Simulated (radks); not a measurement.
Values are calculated unless marked as measured or tabulated.
Question: Excited configurations of neutral boron: one electron is placed in a higher orbital outside [He] 2s2. The ground configuration is [He] 2s2 2p1. Level of theory: Dirac Kohn-Sham, PBE, spin-unpolarised, spherical densities, point nucleus; open shells fill j = l - 1/2 first (a radial shooting solver on a logarithmic mesh with Libxc functionals). Excitation = E - E(ground); binding = E(ion) - E, where the ion is the core of charge +1; n* = 1/sqrt(2 binding) in atomic units, and the quantum defect is n - n*.

| outer orbital | excitation (eV) | binding (eV) | n* | quantum defect | eigenvalue (eV) | <r> (bohr) |
|---|---|---|---|---|---|---|
| 4s1/2 | 6.609 | 1.613 | 2.905 | 1.095 | -0.975 | 13.45 |
| 4p1/2 | 6.906 | 1.315 | 3.216 | 0.784 | -0.774 | 15.68 |
| 4f5/2 | 7.314 | 0.907 | 3.872 | 0.128 | -0.437 | 17.50 |
| 5d3/2 | 7.532 | 0.689 | 4.443 | 0.557 | -0.422 | 29.62 |
| 5f5/2 | 7.598 | 0.624 | 4.671 | 0.329 | -0.366 | 29.71 |
| 6p1/2 | 7.659 | 0.562 | 4.920 | 1.080 | -0.370 | 39.26 |
| 6f5/2 | 7.772 | 0.450 | 5.501 | 0.499 | -0.285 | 44.62 |
| 7s1/2 | 7.770 | 0.452 | 5.489 | 1.511 | -0.307 | 50.38 |

Estimate the row for 3p1/2.

Answer: excitation (eV) 5.792; binding (eV) 2.430; n* 2.366; quantum defect 0.634; eigenvalue (eV) -1.276; <r> (bohr) 7.805. The Delta-SCF ionisation energy is 8.222 eV (NIST Atomic Spectra Database: 8.298 eV, measured). Self-interaction in the functional shifts the binding energies and quantum defects, so they are the method's values and not measured ones. Spin polarisation and multiplet splitting are left out, so open shells lie too high by an amount that depends on their filling.

Beside tabulated values, note that spin-unpolarised runs miss the spin-polarisation part of the exchange energy of open shells.
